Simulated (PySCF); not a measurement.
Stepwise substitution at one centre (In H-OH). All species are isolated molecules in the gas phase. One relaxed conformer stands for each flexible species; it need not be the lowest. Strings in code marks are SMILES.

The four lowest singlet excitations (Tamm–Dancoff). Level of theory: M06-2X/def2-TZVP // B3LYP-D3(BJ)/def2-TZVP in PySCF. Excitations are Tamm–Dancoff values on a coarser integration grid. The basis has no diffuse functions, so Rydberg states are missing or too high.

```json
[
 {"state": "S1", "energy (eV)": "5.41", "wavelength (nm)": "229", "oscillator strength": "0.003"},
 {"state": "S2", "energy (eV)": "6.00", "wavelength (nm)": "207", "oscillator strength": "0.017"},
 {"state": "S3", "energy (eV)": "6.15", "wavelength (nm)": "202", "oscillator strength": "0.004"},
 {"state": "S4", "energy (eV)": "6.63", "wavelength (nm)": "187", "oscillator strength": "0.035"}
]
```

### Question
Which member gives these states?
A) `[OH][In]([OH])[OH]`
B) `[OH][InH2]`
C) `[OH][InH][OH]` (H–O–In–O torsion 0°, O–In–O–H torsion 0°)

### Answer
B, `[OH][InH2]`
